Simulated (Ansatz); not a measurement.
`OPN[SiH3]` + `[InH3]` → `O[PH][InH2]` + `N[SiH3]`  (formal exchange of groups at a P–N bond)

Isolated molecules relaxed with PBE0-D4/def2-TZVP in Ansatz; ΔE leaves out vibrations. CCSD(T)/CBS adds triple-zeta CCSD(T) − MP2 to the extrapolated MP2 energy (def2 sets, frozen cores). This one scheme is used for every species. Functionals use def2-TZVPP. B3LYP here is the variant with VWN-RPA as its local correlation; programs differ in this. HSE06 is defined as in plane-wave codes. Elements past krypton have def2 core potentials. For In outer-core shells are correlated without core-valence functions, which leaves a few kJ/mol of doubt a bond. One conformer a species, not always the lowest.

```json
{"level": "LDA (SPW92)", "ΔE (kJ/mol)": "-8.9", "difference from CCSD(T)/CBS": "1.5"}
{"level": "PBE-D4", "ΔE (kJ/mol)": "-17.1", "difference from CCSD(T)/CBS": "-6.7"}
{"level": "BLYP-D4", "ΔE (kJ/mol)": "-11.8", "difference from CCSD(T)/CBS": "-1.4"}
{"level": "r2SCAN-D4", "ΔE (kJ/mol)": "-12.7", "difference from CCSD(T)/CBS": "-2.3"}
{"level": "B97M-V", "ΔE (kJ/mol)": "-6.3", "difference from CCSD(T)/CBS": "4.1"}
{"level": "PBE0-D4", "ΔE (kJ/mol)": "-12.8", "difference from CCSD(T)/CBS": "-2.4"}
{"level": "B3LYP-D4", "ΔE (kJ/mol)": "-9.1", "difference from CCSD(T)/CBS": "1.3"}
{"level": "r2SCANh-D4", "ΔE (kJ/mol)": "-11.5", "difference from CCSD(T)/CBS": "-1.1"}
{"level": "r2SCAN0-D4", "ΔE (kJ/mol)": "-9.6", "difference from CCSD(T)/CBS": "0.8"}
{"level": "HSE06-D4", "ΔE (kJ/mol)": "-13.4", "difference from CCSD(T)/CBS": "-3.0"}
{"level": "BHLYP-D4", "ΔE (kJ/mol)": "-4.6", "difference from CCSD(T)/CBS": "5.8"}
{"level": "ωB97X-V", "ΔE (kJ/mol)": "-2.8", "difference from CCSD(T)/CBS": "7.6"}
{"level": "ωB97M-V", "ΔE (kJ/mol)": "-2.4", "difference from CCSD(T)/CBS": "8.0"}
{"level": "B2PLYP", "ΔE (kJ/mol)": "-9.7", "difference from CCSD(T)/CBS": "0.7"}
{"level": "PBE-QIDH", "ΔE (kJ/mol)": "-8.5", "difference from CCSD(T)/CBS": "1.9"}
{"level": "revPBE", "ΔE (kJ/mol)": "-23.6", "difference from CCSD(T)/CBS": "-13.2"}
{"level": "BLYP", "ΔE (kJ/mol)": "-18.7", "difference from CCSD(T)/CBS": "-8.3"}
{"level": "PBE0", "ΔE (kJ/mol)": "-15.5", "difference from CCSD(T)/CBS": "-5.1"}
{"level": "B3LYP", "ΔE (kJ/mol)": "-13.9", "difference from CCSD(T)/CBS": "-3.5"}
{"level": "r2SCANh", "ΔE (kJ/mol)": "-12.5", "difference from CCSD(T)/CBS": "-2.1"}
{"level": "r2SCAN0", "ΔE (kJ/mol)": "-10.7", "difference from CCSD(T)/CBS": "-0.3"}
{"level": "HSE06", "ΔE (kJ/mol)": "-15.8", "difference from CCSD(T)/CBS": "-5.4"}
{"level": "BHLYP", "ΔE (kJ/mol)": "-6.7", "difference from CCSD(T)/CBS": "3.7"}
{"level": "CAM-B3LYP", "ΔE (kJ/mol)": "-3.8", "difference from CCSD(T)/CBS": "6.6"}
{"level": "LC-ωPBE", "ΔE (kJ/mol)": "-4.4", "difference from CCSD(T)/CBS": "6.0"}
{"level": "RPA@PBE/def2-TZVPP", "ΔE (kJ/mol)": "-4.3", "difference from CCSD(T)/CBS": "6.1"}
{"level": "HF/def2-SVP", "ΔE (kJ/mol)": "-2.6", "difference from CCSD(T)/CBS": "7.8"}
{"level": "MP2/def2-SVP", "ΔE (kJ/mol)": "-2.9", "difference from CCSD(T)/CBS": "7.5"}
{"level": "CCSD/def2-SVP", "ΔE (kJ/mol)": "-5.8", "difference from CCSD(T)/CBS": "4.6"}
{"level": "CCSD(T)/def2-SVP", "ΔE (kJ/mol)": "-5.2", "difference from CCSD(T)/CBS": "5.2"}
{"level": "HF/def2-TZVPP", "ΔE (kJ/mol)": "0.9", "difference from CCSD(T)/CBS": "11.3"}
{"level": "MP2/def2-TZVPP", "ΔE (kJ/mol)": "-6.7", "difference from CCSD(T)/CBS": "3.7"}
{"level": "SCS-MP2/def2-TZVPP", "ΔE (kJ/mol)": "-3.4", "difference from CCSD(T)/CBS": "7.0"}
{"level": "CCSD/def2-TZVPP", "ΔE (kJ/mol)": "-6.2", "difference from CCSD(T)/CBS": "4.2"}
{"level": "CCSD(T)/def2-TZVPP", "ΔE (kJ/mol)": "-6.7", "difference from CCSD(T)/CBS": "3.7"}
{"level": "HF/def2-QZVPP", "ΔE (kJ/mol)": "1.7", "difference from CCSD(T)/CBS": "12.1"}
{"level": "SCS-MP2/def2-QZVPP", "ΔE (kJ/mol)": "-5.2", "difference from CCSD(T)/CBS": "5.2"}
{"level": "HF/CBS(def2)", "ΔE (kJ/mol)": "1.8", "difference from CCSD(T)/CBS": "12.2"}
{"level": "MP2/CBS(def2)", "ΔE (kJ/mol)": "-10.5", "difference from CCSD(T)/CBS": "-0.1"}
{"level": "CCSD/CBS(def2)", "ΔE (kJ/mol)": "-10.0", "difference from CCSD(T)/CBS": "0.4"}
{"level": "CCSD(T)/CBS", "ΔE (kJ/mol)": "-10.4", "difference from CCSD(T)/CBS": "0"}
```

Largest T1 diagnostic among the species: 0.015.

Leaving LDA and LC-ωPBE aside and taking each functional with its dispersion term where it has one, the values, not all of them listed here, spread over 15.8 kJ/mol, from PBE-D4 to CAM-B3LYP-D4. LDA lies +11.3 kJ/mol from PBE without D4. The D4 term adds +4.8 kJ/mol with B3LYP and +2.6 kJ/mol with PBE0; it sums over pairs of atoms, weighted by their polarisabilities, and B3LYP, whose exchange is more repulsive, gets the larger term.
